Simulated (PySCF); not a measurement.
Sb (antimony, neutral) across methods

[Kr] 4d10 5s2 5p3, high-spin 4S determinant. All numbers are calculated (PySCF 2.14, a scalar-relativistic core potential, in aug-cc-pVTZ-PP with one added diffuse shell each of d, f type with ECP28MDF (6s5p5d3f, 67 functions)). The B2PLYP total includes its PT2 part (frozen core); its orbital energies are those of the SCF part.

| method | E (hartree) | mean ε 5s α (eV) | mean ε 5s β (eV) | mean ε 5p α (eV) | Σ⟨r²⟩ (bohr²) | ⟨S²⟩ |
| --- | --- | --- | --- | --- | --- | --- |
| PBE0 | -240.2230 | -15.297 | -12.487 | -6.517 | 58.66 | 3.751 |
| r2SCAN | -240.3098 | -14.183 | -11.603 | -5.821 | 58.37 | 3.752 |
| BHandHLYP | -240.1546 | -16.825 | -13.462 | -7.255 | 58.74 | 3.751 |
| wB97M-V | -240.1797 | -17.944 | -14.762 | -8.468 | 58.93 | 3.751 |
| PBE | -240.2074 | -13.491 | -11.644 | -5.458 | 58.98 | 3.751 |
| B2PLYP | -239.9388 | -16.913 | -13.215 | -7.303 | 58.97 | 3.751 |
| UHF | -239.27777 | -19.908 | -13.815 | -9.097 | 59.31 | 3.753 |
| BLYP | -240.1633 | -13.228 | -11.783 | -5.143 | 59.23 | 3.751 |

(1) Estimate the same row for LDA.

Energies and moments cover only the electrons outside the core potential.

Results:

(1) E (hartree) = -239.8379; mean ε 5s α (eV) = -13.676; mean ε 5s β (eV) = -12.090; mean ε 5p α (eV) = -5.514; Σ⟨r²⟩ (bohr²) = 58.87; ⟨S²⟩ = 3.751.
